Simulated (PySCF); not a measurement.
BGeHO, BGeH₅OSi, B₂GeH₆O, BGeH₆NO and others (calculated)

Calculation on a computer-drawn molecule: optimised geometry and harmonic frequencies of an isolated molecule of the commonest isotopes, restricted reference for singlets and unrestricted otherwise, frozen core in MP2; on germanium a core potential holds 10 electrons, which the energies leave out, and 3d is frozen in MP2 and coupled-cluster steps. Program: PySCF 2.14.0.

Common to all runs: charge 0; multiplicity 1; basis and core potential on germanium cc-pVDZ-PP ECP10MDF.

(1) BGeHO

Start structure:
```xyz
4
BGeHO
O      0.0676     0.3446    -0.4484
B     -0.0807    -0.7963    -0.7470
Ge    -0.4622    -2.8285    -1.2886
H      1.0774    -3.1680    -1.2439
```

| Item | Value |
| --- | --- |
| method | MP2 |
| basis | cc-pVDZ |
| rotational constants | 200.7, 2.955, 2.912 GHz |
| total energy | -393.8606 hartree |
| convergence status largest gradient component | 3.517e-05 hartree/bohr |

Drawn bonds:
```csv
atom,other atom,order
1,2,2
2,3,1
3,4,1
```

Optimised structure:
```xyz
4
BGeHO
O      0.0716     0.3586    -0.4446
B     -0.0765    -0.8174    -0.7519
Ge    -0.4733    -2.8350    -1.2912
H      1.0803    -3.1544    -1.2402
```

Modes:
```csv
frequency (cm⁻¹),reduced mass (dalton)
250.2,10.88
263,4.916
381.2,14.13
698.8,1.198
1878,12.41
1994,1.021
```

(2) BGeH₅OSi

Start structure:
```xyz
9
BGeH5OSi
O      0.9443    -2.4698     0.8180
Si    -0.3006    -2.0137     0.2259
B     -0.6986    -0.1050    -0.1051
Ge    -1.4945     1.1146     1.2663
H     -1.4163    -2.8744    -0.1211
H     -0.3956     0.4120    -1.0726
H     -0.5597     2.2115     1.8357
H     -2.5894     1.9554     0.7661
H     -2.0185     0.4656     2.5682
```

| Item | Value |
| --- | --- |
| method | HF |
| basis | cc-pV(D+d)Z |
| rotational constants | 12.5, 1.083, 1.05 GHz |
| total energy | -684.7211 hartree |
| convergence status largest gradient component | 3.452e-05 hartree/bohr |

Drawn bonds:
```csv
atom,other atom,order
1,2,2
2,3,1
3,4,1
2,5,1
3,6,1
4,7,1
4,8,1
4,9,1
```

Optimised structure:
```xyz
9
BGeH5OSi
O      0.9681    -2.5565     0.8514
Si    -0.2956    -2.0336     0.2289
B     -0.6784    -0.0740    -0.0592
Ge    -1.5282     1.2070     1.3632
H     -1.4019    -2.9178    -0.2141
H     -0.3884     0.4159    -1.1143
H     -0.4676     2.2323     1.7785
H     -2.7132     1.9489     0.7325
H     -2.0236     0.4741     2.6145
```

Modes:
```csv
frequency (cm⁻¹),reduced mass (dalton)
44.25,1.208
66.74,3.829
123.2,3.494
212.2,3.305
417.2,2.679
460.5,1.054
515.8,1.201
672.2,1.688
693.1,2.084
738.5,2.014
891.9,1.08
917.4,1.108
952.2,1.084
973,1.026
993.2,1.386
1310,16.63
2209,1.023
2214,1.023
2228,1.012
2300,1.043
2722,1.091
```

(3) B₂GeH₆O

Start structure:
```xyz
10
B2GeH6O
O      1.2792    -0.4938     2.0456
B      0.6664     0.3103     1.1606
B      1.2836     0.8591    -0.1983
Ge     2.2815     2.5446    -0.4011
H      0.7373    -0.7036     2.8767
H     -0.5068     0.6586     1.4066
H      1.0969     0.2269    -1.2584
H      1.6368     3.6131    -1.2509
H      2.5370     3.4102     0.8658
H      3.6879     2.4421    -1.0007
```

| Item | Value |
| --- | --- |
| method | HF |
| basis | cc-pVDZ |
| rotational constants | 15.6, 1.523, 1.467 GHz |
| total energy | -421.1103 hartree |
| convergence status largest gradient component | 1.534e-05 hartree/bohr |

Drawn bonds:
```csv
atom,other atom,order
1,2,1
2,3,1
3,4,1
1,5,1
2,6,1
3,7,1
4,8,1
4,9,1
4,10,1
```

Optimised structure:
```xyz
10
B2GeH6O
O      1.2888    -0.4958     2.0422
B      0.5761     0.3021     1.2108
B      1.2509     0.8714    -0.2412
Ge     2.3336     2.6567    -0.4079
H      0.8260    -0.7483     2.8265
H     -0.5512     0.6243     1.5194
H      1.0907     0.2754    -1.2736
H      1.6569     3.5999    -1.4163
H      2.4798     3.4244     0.9152
H      3.7483     2.3574    -0.9292
```

Modes:
```csv
frequency (cm⁻¹),reduced mass (dalton)
48.14,1.161
88.79,4.661
173.3,2.104
274.7,2.468
457.3,2.075
468,1.069
520.7,1.247
678.3,1.469
762.9,1.805
824.9,1.503
903.5,1.047
945.8,1.512
966.6,1.13
976.5,1.049
1062,1.317
1069,1.25
1264,1.984
1430,3.467
2187,1.023
2189,1.023
2208,1.013
2611,1.089
2690,1.092
4163,1.066
```

(4) BGeH₆NO

Start structure:
```xyz
10
BGeH6NO
O     -1.5387    -1.6940     0.3667
B     -0.6179    -0.8192     0.2962
N      0.2052    -0.3188     1.3823
Ge     0.0483    -0.9430     3.1698
H     -1.6626    -2.0629     1.3329
H     -0.4041    -0.2793    -0.7381
H      0.8144     0.3651     1.2624
H      1.0107    -0.1758     3.9409
H      0.3240    -2.3950     3.2947
H     -1.3797    -0.6464     3.6749
```

| Quantity | Value |
| --- | --- |
| method | HF |
| basis | cc-pVDZ |
| rotational constants | 13.34, 2.214, 1.945 GHz |
| total energy | -450.9675 hartree |
| convergence status largest gradient component | 4.537e-06 hartree/bohr |

Drawn bonds:
```csv
atom,other atom,order
1,2,1
2,3,1
3,4,1
1,5,1
2,6,1
3,7,1
4,8,1
4,9,1
4,10,1
```

Optimised structure:
```xyz
10
BGeH6NO
O     -1.0948    -2.0702     0.2184
B     -0.5574    -0.8208     0.2935
N     -0.0886    -0.2123     1.4875
Ge    -0.0334    -0.8239     3.2280
H     -1.1457    -2.5398     1.0361
H     -0.4866    -0.2112    -0.7397
H      0.2764     0.7126     1.3594
H      1.4133    -0.8621     3.7250
H     -0.6248    -2.2355     3.2422
H     -0.8587     0.0939     4.1325
```

Modes:
```csv
frequency (cm⁻¹),reduced mass (dalton)
36.7,1.134
169.3,6.208
176.2,1.936
536.5,2.39
547.2,1.079
601.7,2.641
609.9,1.331
698.1,1.166
747.1,1.735
949.1,1.022
953.9,1.058
974.8,1.022
995,1.475
1074,2.151
1132,1.169
1221,1.394
1436,1.566
1481,5.291
2224,1.024
2228,1.023
2252,1.012
2702,1.096
3809,1.075
4175,1.066
```

(5) BGeH₄NO

Start structure:
```xyz
8
BGeH4NO
O     -0.8718     1.7206     0.4516
B     -0.8114     0.4144     0.2493
N      0.3096    -0.4006     0.5575
Ge     1.4958    -1.5240     0.7463
H     -0.1059     2.0600     0.9870
H     -1.7362    -0.0550    -0.2989
H      2.5746    -1.7855    -0.2078
H      1.6198    -2.4174     2.0472
```

| Quantity | Value |
| --- | --- |
| method | HF |
| basis | cc-pVDZ |
| rotational constants | 30.07, 1.85, 1.82 GHz |
| total energy | -449.7297 hartree |
| convergence status largest gradient component | 2.179e-05 hartree/bohr |

Drawn bonds:
```csv
atom,other atom,order
1,2,1
2,3,1
3,4,2
1,5,1
2,6,1
4,7,1
4,8,1
```

Optimised structure:
```xyz
8
BGeH4NO
O     -0.7305     1.7170     0.3817
B     -0.7552     0.3617     0.2229
N      0.0855    -0.5051     0.9622
Ge     1.4013    -1.5058     0.8389
H     -0.0898     1.9870     1.0233
H     -1.5811    -0.0549    -0.5479
H      2.3256    -1.6226    -0.3682
H      1.8187    -2.3649     2.0194
```

Modes:
```csv
frequency (cm⁻¹),reduced mass (dalton)
92.43,5.094
113.4,3.129
268.5,1.247
475.5,3.972
626.3,1.093
647.6,1.223
666,1.19
781.5,3.826
960.9,1.035
978.4,1.567
1109,1.27
1236,1.422
1288,4.426
1506,7.861
2251,1.023
2295,1.018
2678,1.092
4152,1.066
```
